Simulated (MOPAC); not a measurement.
MOPAC input (PM3):

```
PM3 FORCE THERMO(298,298) PRECISE LET CHARGE=-1 GEO-OK AUX(PRECISION=9) THREADS=1
C3H3O

C     1.88977179 1   -0.01769883 1   -0.12671128 1
C     0.71222072 1   -0.15351864 1    0.04031261 1
C    -0.75873758 1   -0.33548670 1    0.25632725 1
O    -1.53030664 1    0.59034348 1   -0.24282792 1
H     2.92891920 1    0.11276867 1   -0.28046094 1
H    -0.84311522 1   -0.45362880 1    1.37239826 1
H    -0.95375690 1   -1.36671484 1   -0.15016304 1
```

From the output:

```
     H    7   4.119336

          HEAT OF FORMATION =       6.509755 KCALS/MOLE

          ZERO POINT ENERGY      29.508 KCAL/MOL

           NORMAL COORDINATE ANALYSIS (Total motion = 1 Angstrom)

   Root No.       1         2         3         4         5         6         7         8

                 1 A'      1 A"      2 A'      2 A"      3 A'      4 A'      3 A"      4 A"

                 230.4     334.8     606.0     790.7     808.1     866.0     926.5    1072.0

           1   -0.0470   -0.0000   -0.0772   -0.0000   -0.0426   -0.0863   -0.0000   -0.0000
           2    0.1073    0.0000   -0.0012    0.0000   -0.0962    0.0415    0.0000   -0.0000
           3    0.0000   -0.0664   -0.0000   -0.0958   -0.0000    0.0000   -0.0301    0.0002
           4   -0.0456    0.0000   -0.0659    0.0000   -0.0320   -0.0611    0.0000    0.0000
           5   -0.1134   -0.0001    0.1657   -0.0000    0.0517   -0.0686   -0.0000   -0.0000
           6   -0.0000    0.1493    0.0001    0.0293    0.0000   -0.0000    0.0799    0.0019
           7   -0.0417   -0.0000    0.0013    0.0000    0.0479    0.1298   -0.0000    0.0000
           8   -0.0556    0.0000   -0.0771   -0.0000    0.0081    0.0478    0.0000   -0.0000
           9   -0.0000   -0.0130   -0.0000    0.0273    0.0000    0.0000   -0.0923    0.0662
          10    0.1192   -0.0000    0.1104   -0.0000    0.0113   -0.0100    0.0000   -0.0000
          11    0.0297    0.0000   -0.0314    0.0000   -0.0074   -0.0070   -0.0000    0.0000
          12    0.0000   -0.0181   -0.0000   -0.0055   -0.0000   -0.0000    0.0157   -0.0397
          13   -0.0496   -0.0000   -0.0761    0.0000   -0.0526   -0.0897    0.0000    0.0000
          14    0.3164    0.0001   -0.3338   -0.0002    0.5769   -0.1786   -0.0000   -0.0000
          15    0.0001   -0.2859   -0.0001    0.6129    0.0002   -0.0001    0.0808    0.0033
          16   -0.1213    0.1715    0.0067    0.1057    0.0954    0.2296   -0.3226   -0.2634
          17   -0.0259    0.0905   -0.1043    0.0329   -0.0132    0.0212   -0.1053    0.3454
          18    0.0022   -0.1303    0.0108   -0.0295   -0.0011   -0.0130    0.0884   -0.0936
          19   -0.1213   -0.1715    0.0067   -0.1057    0.0954    0.2296    0.3226    0.2634
          20   -0.0259   -0.0904   -0.1043   -0.0328   -0.0132    0.0212    0.1052   -0.3453
          21   -0.0022   -0.1303   -0.0109   -0.0295    0.0011    0.0130    0.0885   -0.0938

   Root No.       9        10        11        12        13        14        15

                 5 A'      6 A'      7 A'      8 A'      5 A"      9 A'     10 A'

                1198.0    1297.3    1477.1    2250.9    2632.5    2744.2    3406.9

           1    0.0162    0.0001   -0.0016   -0.2306   -0.0000    0.0008   -0.0968
           2    0.0013    0.0000    0.0039    0.0000    0.0000   -0.0001   -0.0008
           3    0.0000    0.0000    0.0000    0.0000   -0.0001   -0.0000   -0.0000
           4    0.0051   -0.0019   -0.0033    0.3025   -0.0000   -0.0029    0.0242
           5   -0.0098    0.0022   -0.0145   -0.0008    0.0000    0.0000   -0.0000
           6   -0.0000    0.0000   -0.0000   -0.0000   -0.0010    0.0000   -0.0000
           7   -0.0810   -0.0613   -0.0946   -0.0312   -0.0000   -0.0163   -0.0011
           8   -0.0219    0.0040    0.2368   -0.0057    0.0000   -0.0353    0.0000
           9   -0.0000    0.0000    0.0001   -0.0000   -0.0615   -0.0000    0.0000
          10   -0.0014    0.0277    0.0738   -0.0044    0.0000    0.0014   -0.0000
          11    0.0483   -0.0468   -0.1461    0.0055   -0.0000   -0.0021    0.0000
          12    0.0000   -0.0000   -0.0001    0.0000    0.0005   -0.0000    0.0000
          13    0.0179   -0.0003   -0.0026   -0.4035   -0.0000    0.0015    0.8763
          14   -0.0013    0.0009    0.0098   -0.0030    0.0000   -0.0007    0.0098
          15   -0.0000    0.0000    0.0000   -0.0000   -0.0005   -0.0000    0.0000
          16    0.3584    0.1568    0.0084   -0.0057    0.1194    0.0982    0.0008
          17   -0.2018    0.3340   -0.1929   -0.0041    0.2618    0.2275    0.0000
          18   -0.0024   -0.2399    0.1974    0.0101    0.3694    0.4071    0.0002
          19    0.3584    0.1568    0.0084   -0.0057   -0.1194    0.0982    0.0008
          20   -0.2018    0.3338   -0.1927   -0.0040   -0.2621    0.2278    0.0000
          21    0.0022    0.2401   -0.1975   -0.0101    0.3692   -0.4069   -0.0002

           MASS-WEIGHTED COORDINATE ANALYSIS (NORMAL COORDINATES)

   Root No.       1         2         3         4         5         6         7         8

                 1 A'      1 A"      2 A'      2 A"      3 A'      4 A'      3 A"      4 A"

                 230.4     334.8     606.0     790.7     808.1     866.0     926.5    1072.0

           1   -0.1846   -0.0000   -0.2858   -0.0000   -0.1965   -0.3890   -0.0000   -0.0000
           2    0.4214    0.0001   -0.0045    0.0002   -0.4433    0.1871    0.0001   -0.0000
           3    0.0002   -0.3188   -0.0000   -0.4540   -0.0002    0.0001   -0.1556    0.0010
           4   -0.1792    0.0000   -0.2440    0.0000   -0.1474   -0.2753    0.0000    0.0000
           5   -0.4456   -0.0003    0.6135   -0.0001    0.2381   -0.3092   -0.0002   -0.0000
           6   -0.0002    0.7174    0.0002    0.1389    0.0001   -0.0001    0.4136    0.0097
           7   -0.1637   -0.0000    0.0047    0.0000    0.2208    0.5849   -0.0000    0.0000
           8   -0.2185    0.0000   -0.2854   -0.0000    0.0374    0.2156    0.0002   -0.0001
           9   -0.0001   -0.0627   -0.0001    0.1294    0.0000    0.0001   -0.4780    0.3326
          10    0.5405   -0.0000    0.4718   -0.0000    0.0604   -0.0522    0.0000   -0.0000
          11    0.1347    0.0000   -0.1343    0.0000   -0.0392   -0.0363   -0.0000    0.0001
          12    0.0001   -0.1002   -0.0001   -0.0299   -0.0000   -0.0000    0.0937   -0.2302
          13   -0.0565   -0.0000   -0.0816    0.0000   -0.0702   -0.1171    0.0000    0.0000
          14    0.3602    0.0002   -0.3581   -0.0003    0.7702   -0.2331   -0.0000   -0.0000
          15    0.0001   -0.3978   -0.0001    0.8411    0.0003   -0.0001    0.1211    0.0048
          16   -0.1381    0.2387    0.0071    0.1451    0.1273    0.2996   -0.4837   -0.3834
          17   -0.0295    0.1260   -0.1119    0.0451   -0.0176    0.0277   -0.1578    0.5026
          18    0.0025   -0.1813    0.0116   -0.0405   -0.0015   -0.0170    0.1326   -0.1362
          19   -0.1381   -0.2387    0.0071   -0.1451    0.1273    0.2996    0.4837    0.3834
          20   -0.0295   -0.1258   -0.1119   -0.0451   -0.0176    0.0277    0.1577   -0.5025
          21   -0.0025   -0.1814   -0.0117   -0.0405    0.0014    0.0170    0.1327   -0.1366

   Root No.       9        10        11        12        13        14        15

                 5 A'      6 A'      7 A'      8 A'      5 A"      9 A'     10 A'

                1198.0    1297.3    1477.1    2250.9    2632.5    2744.2    3406.9

           1    0.0822    0.0005   -0.0046   -0.5775   -0.0000    0.0041   -0.3549
           2    0.0067    0.0002    0.0115    0.0001    0.0000   -0.0005   -0.0030
           3    0.0000    0.0000    0.0000    0.0000   -0.0004   -0.0000   -0.0000
           4    0.0257   -0.0096   -0.0098    0.7575   -0.0000   -0.0148    0.0887
           5   -0.0494    0.0111   -0.0431   -0.0020    0.0000    0.0001   -0.0001
           6   -0.0000    0.0000   -0.0000   -0.0000   -0.0049    0.0000   -0.0000
           7   -0.4105   -0.3056   -0.2804   -0.0781   -0.0000   -0.0820   -0.0039
           8   -0.1109    0.0198    0.7021   -0.0143    0.0001   -0.1772    0.0001
           9   -0.0000    0.0000    0.0003   -0.0000   -0.3052   -0.0001    0.0000
          10   -0.0084    0.1592    0.2524   -0.0128    0.0000    0.0081   -0.0000
          11    0.2823   -0.2694   -0.4999    0.0160   -0.0000   -0.0122    0.0000
          12    0.0001   -0.0001   -0.0002    0.0000    0.0026   -0.0000    0.0000
          13    0.0263   -0.0005   -0.0022   -0.2927   -0.0000    0.0022    0.9306
          14   -0.0019    0.0013    0.0085   -0.0022    0.0000   -0.0010    0.0105
          15   -0.0000    0.0000    0.0000   -0.0000   -0.0008   -0.0000    0.0000
          16    0.5260    0.2264    0.0072   -0.0041    0.1717    0.1429    0.0008
          17   -0.2961    0.4824   -0.1657   -0.0029    0.3765    0.3310    0.0000
          18   -0.0035   -0.3465    0.1696    0.0074    0.5312    0.5922    0.0002
          19    0.5260    0.2264    0.0072   -0.0041   -0.1717    0.1429    0.0008
          20   -0.2961    0.4822   -0.1656   -0.0029   -0.3769    0.3315    0.0000
          21    0.0032    0.3468   -0.1697   -0.0074    0.5309   -0.5920   -0.0002

          DESCRIPTION OF VIBRATIONS

 VIBRATION          1    1A'         ATOM PAIR     ENERGY CONTRIBUTION    RADIAL
 FREQUENCY           230.45         C 1 -- C 2         +24.5% (181.6%)      0.0%
 TRANSITION DIPOLE   0.3319         C 2 -- C 3         +22.4% (173.7%)      0.6%
 TRAVEL (Ang.)       0.3231         C 3 -- O 4         +17.9% (155.4%)      0.0%
 REDUCED MASS        2.8032         C 1 -- H 5         +14.3% (139.0%)     80.5%
 EFFECTIVE MASS     29.1936         C 3 -- H 7         +10.4% (118.4%)     36.7%
 FORCE CONSTANT      0.0877         C 3 -- H 6         +10.4% (118.4%)     36.7%

 VIBRATION          2    1A"         ATOM PAIR     ENERGY CONTRIBUTION    RADIAL
 FREQUENCY           334.80         C 1 -- C 2         +33.5% (127.8%)      0.0%
 TRANSITION DIPOLE   0.0463         C 2 -- C 3         +23.6% (107.2%)      0.0%
 TRAVEL (Ang.)       0.2450         C 3 -- H 6         +18.5% ( 94.9%)      1.1%
 REDUCED MASS        3.3557         C 3 -- H 7         +18.5% ( 94.9%)      1.1%
 EFFECTIVE MASS     14.7829
 FORCE CONSTANT      0.2216

 VIBRATION          3    2A'         ATOM PAIR     ENERGY CONTRIBUTION    RADIAL
 FREQUENCY           606.01         C 2 -- C 3         +36.3% (110.8%)      6.6%
 TRANSITION DIPOLE   0.4216         C 1 -- H 5         +21.5% ( 85.2%)     24.0%
 TRAVEL (Ang.)       0.1812         C 1 -- C 2         +17.7% ( 77.5%)      0.5%
 REDUCED MASS        3.3872         C 3 -- H 6          +8.6% ( 54.0%)     39.1%
 EFFECTIVE MASS     13.5648
 FORCE CONSTANT      0.7329

 VIBRATION          4    2A"         ATOM PAIR     ENERGY CONTRIBUTION    RADIAL
 FREQUENCY           790.71         C 1 -- H 5         +77.2% ( 93.9%)      0.0%
```

The dipole moment of an ion depends on the origin.
